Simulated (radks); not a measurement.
Values are calculated unless marked as measured or tabulated.
Task: The mean radii <r> (bohr) of the occupied orbitals of an atom or ion are listed with their occupations. Level of theory: Dirac Kohn-Sham, exchange-only PBE, spin-unpolarised, spherical densities, finite nucleus; Fermi nuclear charge, rms radius of each element as measured or else 0.836 A^(1/3) + 0.57 fm (a radial shooting solver on a logarithmic mesh with Libxc functionals).

| orbital | occ. | <r> |
|---|---|---|
| 1s1/2 | 2 | 0.01966 |
| 2s1/2 | 2 | 0.08276 |
| 2p1/2 | 2 | 0.06873 |
| 2p3/2 | 4 | 0.07623 |
| 3s1/2 | 2 | 0.2161 |
| 3p1/2 | 2 | 0.2059 |
| 3p3/2 | 4 | 0.2199 |
| 3d3/2 | 4 | 0.1933 |
| 3d5/2 | 6 | 0.1977 |
| 4s1/2 | 2 | 0.4770 |
| 4p1/2 | 2 | 0.4816 |
| 4p3/2 | 4 | 0.5095 |
| 4d3/2 | 4 | 0.5198 |
| 4d5/2 | 6 | 0.5285 |
| 4f5/2 | 6 | 0.5421 |

Name the element and its charge. Open shells, if any, fill j = l - 1/2 first.

Result: Z = 70, ytterbium, charge +18: Yb18+ in [Kr] 4d10 4f6. The 1s radius gives Z: for a bare nucleus <r> = (2 gamma + 1)/(2Z) with gamma = sqrt(1 - (Z/c)^2), 0.01942 bohr for Z = 70, and screening makes it slightly larger (0.01966 here). The occupations add up to 52, and the charge is Z minus that.
